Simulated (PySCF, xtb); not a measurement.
AlClH4Si, SMILES [SiH3][AlH][Cl].

GFN2-xTB run with xtb at its own geometry gives an orbital gap of 3.74 eV and a dipole moment of 0.76 D.

Geometry: PBE0-D3(BJ)/def2-TZVP.

Question: What does PySCF with CAM-B3LYP/def2-TZVPD give? (An estimate is asked for; the answer gives what the named calculation found.)

Answer: gap 8.01 eV (levels -9.09 and -1.08 eV), dipole 1.40 D.
